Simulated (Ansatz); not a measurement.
Basis-set series for C2H6FNOW (`C[N]=[W]([CH3])(=[O])[F]`). The species carries charge 0 and has multiplicity 1. W: def2 effective core potential. The structure was optimised at the PBE0-D4/def2-TZVP level.

```csv
functional,basis,functions,energy (Eh),HOMO (eV),LUMO (eV)
PBE0-D4,def2-SVP,132,-376.29042,-7.68,-1.64
PBE0-D4,def2-TZVPP,295,-376.68028,-7.69,-1.70
ωB97M-V,def2-SVP,132,-376.40609,-9.93,0.42
ωB97M-V,def2-TZVPP,295,-376.81000,-9.95,0.37
```

Question: Give the rows for def2-QZVPP. (Best estimate.)

Answer: Computed: 
```tsv
functional	basis	functions	energy (Eh)	HOMO (eV)	LUMO (eV)
PBE0-D4	def2-QZVPP	546	-376.69825	-7.71	-1.72
ωB97M-V	def2-QZVPP	546	-376.82713	-9.97	0.33
```

Positive LUMOs are unbound and depend on the basis.
